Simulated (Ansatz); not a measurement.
Calculated with Ansatz (gas phase, PBE0-D4/def2-TZVP geometries, no zero-point term in ΔE). CBS: MP2 limit from def2 TZ/QZ plus the TZ coupled-cluster correction, frozen cores. DFT in def2-TZVPP. For As outer-core shells are correlated without core-valence functions, which leaves a few kJ/mol of doubt a bond. Scalar relativity is left out up to krypton. Each species was taken in one conformer, which may not be the lowest.

Reaction (redistribution): `[SiH3]CC[AsH2]` + `N[SiH2]OCO` → `N[SiH2]OC[SiH3]` + `OCC[AsH2]`

`[SiH3]CC[AsH2]`:

```xyz
13

Si    1.082   -1.655   -0.378
C    -0.264   -0.344   -0.292
C     0.150    0.876    0.517
As   -1.190    2.326    0.676
H     1.434   -2.118    0.992
H     0.636   -2.829   -1.178
H     2.308   -1.089   -1.006
H    -1.165   -0.797    0.136
H    -0.531   -0.051   -1.313
H     1.043    1.347    0.094
H     0.408    0.601    1.544
H    -2.353    1.399    1.012
H    -1.559    2.333   -0.804
```

`N[SiH2]OCO`:

Cartesian coordinates in Å:
```
N 2.392 0.431 0.045
Si 0.747 0.468 0.478
O -0.165 -0.574 -0.437
C -1.526 -0.372 -0.668
O -2.291 -0.482 0.495
H 2.706 0.721 -0.867
H 3.013 -0.250 0.449
H 0.691 0.083 1.909
H 0.191 1.826 0.239
H -1.830 -1.108 -1.421
H -1.716 0.639 -1.044
H -2.212 -1.383 0.822
```

`N[SiH2]OC[SiH3]`:

Z-matrix (Å, degrees):
```
Si
O 1 1.653
N 1 1.699 2 112.6
H 1 1.487 2 108.1 3 -119.9
H 1 1.487 2 108.2 3 119.9
C 2 1.419 1 120.6 3 179.6
H 3 1.007 1 120.9 2 74.7
H 3 1.007 1 121.0 2 -74.2
Si 6 1.888 2 108.7 1 -179.4
H 6 1.100 2 111.2 1 -58.7
H 6 1.100 2 111.1 1 59.8
H 9 1.489 6 109.1 2 -180.0
H 9 1.486 6 110.0 2 60.3
H 9 1.486 6 110.0 2 -60.3
```

`OCC[AsH2]`:

Z-matrix (Å, degrees):
```
C
C 1 1.509
O 1 1.412 2 108.8
H 1 1.099 2 109.7 3 -121.8
H 1 1.101 2 109.1 3 120.4
As 2 1.979 1 116.6 3 64.9
H 2 1.093 1 109.9 3 -56.7
H 2 1.093 1 109.7 3 -174.3
H 3 0.959 1 108.7 2 -176.2
H 6 1.526 2 95.0 1 51.1
H 6 1.519 2 95.8 1 -41.6
```

```csv
level,ΔE (kJ/mol)
PBE0-D4,48.6
MP2/def2-TZVPP,51.1
SCS-MP2/def2-QZVPP,47.8
MP2/CBS(def2),50.2
```

(1) What does CCSD(T)/CBS give? (Best estimate.)

Largest T1 diagnostic among the species: 0.011.

Results:

(1) Computed: +47.6 kJ/mol. The listed levels differ from it by 1.0, 3.5, 0.2, 2.6 kJ/mol.
